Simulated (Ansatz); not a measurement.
`CCC(CC(CC(C)c1ccc(Cl)cc1)c1ccc(Cl)cc1)c1ccc(Cl)cc1`. Charge 0, multiplicity 1. Geometry r2SCAN-D4/def2-SVP; atoms count from 1.

```xyz
56

C    -0.3398    3.5798    0.0167
C    -0.0078    2.1060    0.2151
C    -1.1444    1.1562   -0.2019
C    -0.7781   -0.3235    0.0163
C     0.4530   -0.8133   -0.7613
C     0.7600   -2.2953   -0.4794
C     1.0496   -2.6368    0.9953
C     1.4707   -4.1042    1.1321
C     2.0787   -1.7000    1.5987
C     1.7722   -0.9126    2.7186
C     2.7021   -0.0241    3.2673
C     3.9671    0.0769    2.6851
Cl    5.1375    1.1835    3.3519
C     4.3078   -0.6999    1.5724
C     3.3630   -1.5784    1.0405
C     0.3240   -0.5709   -2.2512
C    -0.7671   -1.0725   -2.9810
C    -0.8835   -0.8587   -4.3551
C     0.1101   -0.1314   -5.0179
Cl   -0.0263    0.1418   -6.7346
C     1.2085    0.3783   -4.3228
C     1.3035    0.1533   -2.9468
C    -2.4466    1.4666    0.5097
C    -3.6163    1.7396   -0.2141
C    -4.8292    2.0055    0.4277
C    -4.8732    1.9978    1.8233
Cl   -6.3783    2.3288    2.6409
C    -3.7249    1.7310    2.5754
C    -2.5251    1.4677    1.9129
H    -0.6068    3.7859   -1.0345
H     0.5191    4.2198    0.2749
H    -1.1932    3.8918    0.6410
H     0.2644    1.9115    1.2706
H     0.8925    1.8562   -0.3730
H    -1.3222    1.3073   -1.2835
H    -0.6064   -0.4811    1.0951
H    -1.6513   -0.9499   -0.2438
H     1.3276   -0.2364   -0.4150
H     1.6290   -2.5925   -1.0951
H    -0.0815   -2.9228   -0.8274
H     0.1156   -2.5044    1.5702
H     1.6293   -4.3761    2.1874
H     2.4108   -4.2994    0.5895
H     0.6989   -4.7724    0.7156
H     0.7794   -0.9929    3.1757
H     2.4542    0.5864    4.1395
H     5.3042   -0.6091    1.1326
H     3.6367   -2.1804    0.1668
H    -1.5513   -1.6396   -2.4690
H    -1.7340   -1.2512   -4.9173
H     1.9750    0.9446   -4.8566
H     2.1649    0.5511   -2.3993
H    -3.5782    1.7477   -1.3091
H    -5.7358    2.2182   -0.1441
H    -3.7799    1.7316    3.6668
H    -1.6283    1.2647    2.5083
```

Single mean-field runs in def2-SVP are fitted with def2-universal-jkfit.

(1) Estimate the Mulliken populations of the heavy atoms from the PBE0/def2-SVP orbitals of Ansatz.

(2) And the Mayer bond orders between heavy atoms (over 0.3)?

Results:

(1) 
```tsv
atom	charge (e)
C1	-0.05
C2	-0.08
C3	-0.08
C4	0.04
C5	-0.08
C6	0.05
C7	-0.12
C8	0.00
C9	-0.04
C10	-0.04
C11	0.02
C12	0.00
Cl13	-0.10
C14	0.02
C15	-0.04
C16	-0.03
C17	-0.04
C18	0.02
C19	0.00
Cl20	-0.10
C21	0.02
C22	-0.03
C23	-0.03
C24	-0.03
C25	0.02
C26	0.00
Cl27	-0.10
C28	0.02
C29	-0.04
```
Mulliken values depend strongly on the basis.

(2) C1–C2 1.10 (1.52 Å); C2–C3 1.04 (1.54 Å); C3–C4 1.04 (1.54 Å); C3–C23 1.00 (1.52 Å); C4–C5 1.04 (1.54 Å); C5–C6 1.05 (1.54 Å); C5–C16 0.99 (1.51 Å); C6–C7 1.04 (1.54 Å); C7–C8 1.07 (1.53 Å); C7–C9 0.99 (1.52 Å); C9–C10 1.41 (1.40 Å); C9–C15 1.37 (1.41 Å); C10–C11 1.38 (1.40 Å); C11–C12 1.40 (1.40 Å); C12–Cl13 0.98 (1.74 Å); C12–C14 1.38 (1.40 Å); C14–C15 1.40 (1.40 Å); C16–C17 1.36 (1.41 Å); C16–C22 1.41 (1.40 Å); C17–C18 1.40 (1.40 Å); C18–C19 1.38 (1.40 Å); C19–Cl20 0.98 (1.74 Å); C19–C21 1.40 (1.40 Å); C21–C22 1.38 (1.40 Å); C23–C24 1.41 (1.40 Å); C23–C29 1.36 (1.41 Å); C24–C25 1.38 (1.40 Å); C25–C26 1.40 (1.40 Å); C26–Cl27 0.98 (1.74 Å); C26–C28 1.38 (1.40 Å); C28–C29 1.40 (1.40 Å).
